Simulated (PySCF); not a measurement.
GaHClBr, SMILES [Cl][GaH][Br]. Heavy atoms are numbered as in [GaH:1]([Cl:3])[Br:4]. Hydrogens are named by the atom that carries them.

Geometry: TPSSh-D3(BJ)/def2-SVP.

Computed with M06-2X/def2-TZVPD (PySCF).

Mulliken values depend strongly on the basis, most of all with diffuse functions as here. ESP charges are fitted to the potential on shells at 1.4 to 2.0 van der Waals radii. Atomic charges (e), one atom of each kind:

```tsv
atom	Mulliken	meta-Löwdin	ESP fit
Ga1 (GaH)	0.81	0.64	(withheld)
H on Ga1	-0.18	-0.07	(withheld)
Cl3	-0.33	-0.31	(withheld)
Br4	-0.31	-0.26	(withheld)
```

### Question
Fill in the missing entries. (Estimate from the structure and the level; the computed values follow.)

### Answer

- Ga1 (GaH), ESP fit: 0.57
- H on Ga1, ESP fit: -0.10
- Cl3, ESP fit: -0.25
- Br4, ESP fit: -0.22
